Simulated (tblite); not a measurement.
Species: C₈H₉N (charge +1 and doublet state).
Atom-mapped SMILES: `[CH2:1]=[C:2]([C:3]#[C:4][CH3:5])/[N:6]=[CH:7]\[CH:8][CH2+:9]` (hydrogens: H10, H11 on C1; H12, H13, H14 on C5; H15 on C7; H16 on C8; H17, H18 on C9)

A start from a force field or distance geometry was refined with tblite 0.8.0, GFN2-xTB geometry optimisation, gas phase. Values at the start:

```tsv
coordinate	start
C1=C2	1.326 Å
C1–H10	1.075 Å
C1–H11	1.094 Å
C2–C3	1.446 Å
C2–N6	1.373 Å
C3≡C4	1.188 Å
C4–C5	1.470 Å
C5–H12	1.094 Å
N6=C7	1.291 Å
C7–C8	1.487 Å
C7–H15	1.104 Å
C8–C9	1.432 Å
C8–H16	1.073 Å
C9–H17	1.081 Å
C9–H18	1.082 Å
C1–C2–C3	119.5°
C1–C2–N6	121.6°
C2–C3–C4	179.1°
C2–N6–C7	118.4°
C3–C2–N6	118.8°
C3–C4–C5	178.4°
N6–C7–C8	130.1°
C7–C8–C9	121.3°
C1–C2–N6–C7	-104°
C2–N6–C7–C8	1°
```

How do these coordinates change at the GFN2-xTB level?

| coordinate | GFN2-xTB (Å or °) | change |
| --- | --- | --- |
| C8–C9 | 1.332 | -0.100 |
| C1=C2 | 1.381 | +0.055 |
| C2–N6 | 1.320 | -0.053 |
| C4–C5 | 1.425 | -0.045 |
| N6=C7 | 1.248 | -0.043 |
| C7–C8 | 1.448 | -0.039 |
| C2–C3 | 1.411 | -0.035 |
| C3≡C4 | 1.211 | +0.023 |
| C1–H11 | 1.077 | -0.017 |
| C7–H15 | 1.089 | -0.015 |
| C8–H16 | 1.082 | +0.009 |
| C9–H18 | 1.078 | -0.004 |
| C9–H17 | 1.078 | -0.003 |
| C5–H12 | 1.092 | -0.002 |
| C1–H10 | 1.076 | +0.001 |
| C2–N6–C7 | 150.7 | +32.3 |
| N6–C7–C8 | 125.9 | -4.2 |
| C1–C2–C3 | 120.4 | +0.9 |
| C3–C2–N6 | 118.1 | -0.7 |
| C1–C2–N6 | 121.1 | -0.5 |
| C2–C3–C4 | 179.5 | +0.4 |
| C3–C4–C5 | 178.7 | +0.3 |
| C7–C8–C9 | 121.5 | +0.2 |
| C2–N6–C7–C8 | 5 | +4 |
| C1–C2–N6–C7 | -101 | +3 |

The energy falls by 19.3 kcal/mol over 127 L-BFGS steps, the largest force on an atom goes from 4.33 to 0.009 eV/Å, and the atoms move by 0.438 Å rms after alignment. The bond that changes most is C8–C9 (ends: carbon bonded to 2 C and H; carbon bonded to C and 2 H), which shortens by 0.100 Å. Bonds longer at the end by more than 0.005 Å: 4 of 17; shorter: 8. Rotational constants go from 2129, 964.0, 746.4 to 2606, 783.5, 644.4 MHz.

On Arm Neoverse V1, one thread, no GPU, shared host with 32 logical CPUs at a one-minute load of 47, this took 0.91 s of wall time.

GFN2-xTB frequencies show an imaginary mode (21i cm⁻¹), so the point is no minimum at that level. 3 starts were optimised and ended at 0.00, 0.02 and 0.03 kcal/mol (GFN2-xTB); the lowest of these is shown.

Conformer computed: `[CH2:1]=[C:2]([C:3]#[C:4][CH3:5])/[N:6]=[CH:7]\[CH:8][CH2+:9]`: C1–C2–N6–C7 -101°, N6–C7–C8–C9 180°.

One conformer stands for the species.
